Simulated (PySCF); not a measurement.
## Dipole moment and polarisability across levels of theory

Compound: H7N2PSi.
SMILES: `N[SiH](N)P`

PySCF, dipoles from the SCF density, polarisabilities from static response with core orbitals frozen. Geometry: PBE0-D3(BJ)/def2-SVP, one conformer, isolated molecule.

Question: How do dipole and polarisability depend on functional and basis here?

Answer: 

```json
{"level": "LDA/def2-SVPD", "μ (D)": "1.422", "α (Å³)": "11.51", "anisotropy (Å³)": "3.01"}
{"level": "PBE/def2-SVPD", "μ (D)": "1.421", "α (Å³)": "11.33", "anisotropy (Å³)": "2.98"}
{"level": "B3LYP/def2-SVPD", "μ (D)": "1.319", "α (Å³)": "10.95", "anisotropy (Å³)": "2.77"}
{"level": "PBE0/def2-SVPD", "μ (D)": "1.400", "α (Å³)": "10.85", "anisotropy (Å³)": "2.74"}
{"level": "BHandHLYP/def2-SVPD", "μ (D)": "1.297", "α (Å³)": "10.48", "anisotropy (Å³)": "2.53"}
{"level": "CAM-B3LYP/def2-SVPD", "μ (D)": "1.313", "α (Å³)": "10.73", "anisotropy (Å³)": "2.62"}
{"level": "wB97X-D/def2-SVPD", "μ (D)": "1.421", "α (Å³)": "10.75", "anisotropy (Å³)": "2.68"}
{"level": "LC-wPBE/def2-SVPD", "μ (D)": "1.422", "α (Å³)": "10.47", "anisotropy (Å³)": "2.51"}
{"level": "HF/def2-SVPD", "μ (D)": "1.359", "α (Å³)": "10.01", "anisotropy (Å³)": "2.26"}
{"level": "PBE0/6-31G*", "μ (D)": "1.854", "α (Å³)": "8.59", "anisotropy (Å³)": "2.69"}
{"level": "PBE0/6-31+G*", "μ (D)": "1.513", "α (Å³)": "10.07", "anisotropy (Å³)": "2.95"}
{"level": "PBE0/def2-SVP", "μ (D)": "1.729", "α (Å³)": "8.73", "anisotropy (Å³)": "2.10"}
{"level": "PBE0/aug-cc-pVDZ", "μ (D)": "1.407", "α (Å³)": "11.27", "anisotropy (Å³)": "2.97"}
{"level": "PBE0/def2-TZVP", "μ (D)": "1.476", "α (Å³)": "10.11", "anisotropy (Å³)": "2.73"}
{"level": "PBE0/def2-TZVPD", "μ (D)": "1.398", "α (Å³)": "11.15", "anisotropy (Å³)": "2.89"}
```

The anisotropy is √(½[(α1 − α2)² + (α2 − α3)² + (α3 − α1)²]). The dipole runs from 1.30 D (BHandHLYP/def2-SVPD) to 1.85 D (PBE0/6-31G*). No reference polarisability is at hand; against PBE0 in the largest diffuse basis at hand (def2-TZVPD) the other PBE0 rows deviate by 6-31G* -23%, 6-31+G* -10%, def2-SVP -22%, def2-SVPD -3%, aug-cc-pVDZ +1%, def2-TZVP -9%. In one basis (def2-SVPD) the functionals order the polarisability from HF (lowest) to LDA (highest), a spread of 15%. With PBE0 the polarisability is 9.14 Å³ without diffuse functions (mean of 6-31G*, def2-SVP and def2-TZVP) and 10.84 Å³ with them (mean of 6-31+G*, def2-SVPD, aug-cc-pVDZ and def2-TZVPD).

Without π bonds the low states are Rydberg-like; a valence basis with one diffuse set may place them up to an eV too high.
